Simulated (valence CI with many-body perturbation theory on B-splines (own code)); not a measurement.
## Tb25+: what each term of the Hamiltonian does

Calculated by valence CI with perturbative core correlation (CI+MBPT): four valence electrons over a frozen Dirac-Fock core [Kr], a basis of 9 s, 9 p, 10 d, 8 f, 5 g, 3 h, 1 i functions for each j, with the one-electron correlation potential Σ1, the two-electron term Σ2, the three-electron term Σ3, Breit, model QED; selected CI, second order for the rest (own B-spline code, finite nucleus).

No measured spectrum was set against this ion. As an estimate, terms of the open shell hold to 2 to 4 % of their energy, and close levels can change places. Only levels of the ground parity were solved; by the run's estimate the other parity begins above the list, which can be wrong where configurations are misplaced.

Each rung adds one term. CI alone is the Dirac-Coulomb CI over the frozen core; QED comes last and gives the full result, which names the levels. Energies are above (4d3/2^4) J=0 on the same rung, in eV.

Levels are named by their leading jj configuration (3d3/2^4 stands for four electrons in 3d with j = 3/2), which in mixed levels can hold well under half, so a name can repeat and another be missing. Letters in brackets count levels of one name in rising energy.

```csv
Level,CI alone,+ Σ1,+ Σ2,+ Σ3,+ Breit,Full
(4d3/2^3 4d5/2) J=1,5.745,5.808,5.813,5.895,5.699,5.722
(4d3/2^3 4d5/2) J=2,8.969,9.053,8.978,9.036,8.765,8.795
(4d3/2^3 4d5/2) J=4,10.098,10.169,9.901,9.866,9.605,9.628
(4d3/2^3 4d5/2) J=3,10.488,10.573,10.407,10.410,10.133,10.162
(4d3/2^2 4d5/2^2) J=0 [a],14.684,14.805,14.894,14.892,14.531,14.575
(4d3/2^2 4d5/2^2) J=4 [a],15.715,15.845,15.627,15.665,15.227,15.273
(4d3/2^2 4d5/2^2) J=2 [a],16.301,16.411,16.239,16.221,15.883,15.922
(4d3/2^2 4d5/2^2) J=3 [a],16.578,16.700,16.410,16.376,15.992,16.034
(4d3/2^2 4d5/2^2) J=5,18.159,18.292,17.819,17.790,17.329,17.374
(4d3/2^2 4d5/2^2) J=1,18.371,18.504,18.414,18.397,17.995,18.041
(4d3/2^2 4d5/2^2) J=6,19.339,19.476,18.891,18.862,18.353,18.398
(4d3/2^2 4d5/2^2) J=4 [b],20.465,20.601,20.167,20.020,19.560,19.606
(4d3/2^2 4d5/2^2) J=3 [b],20.693,20.821,20.364,20.238,19.826,19.870
(4d3/2^2 4d5/2^2) J=2 [b],20.601,20.734,20.411,20.323,19.897,19.942
(4d3/2 4d5/2^3) J=4 [a],23.680,23.855,23.618,23.592,23.038,23.098
(4d3/2^2 4d5/2^2) J=2 [c],23.858,23.996,24.012,23.900,23.483,23.530
(4d3/2 4d5/2^3) J=3 [a],25.387,25.574,25.440,25.379,24.803,24.869
(4d3/2^2 4d5/2^2) J=4 [c],27.227,27.381,26.901,26.698,26.206,26.259
(4d3/2 4d5/2^3) J=5,27.156,27.353,26.985,26.913,26.252,26.320
```

(1) How does the ionisation energy move along the ladder, and which term matters most?

## Answers

(1) CI alone 863.25, + Σ1 865.77, + Σ2 867.93, + Σ3 867.99, + Breit 867.56, + QED 867.61 eV. The largest step is Σ1, 2.52 eV. NIST lists 866 ± 4 eV (theoretical).
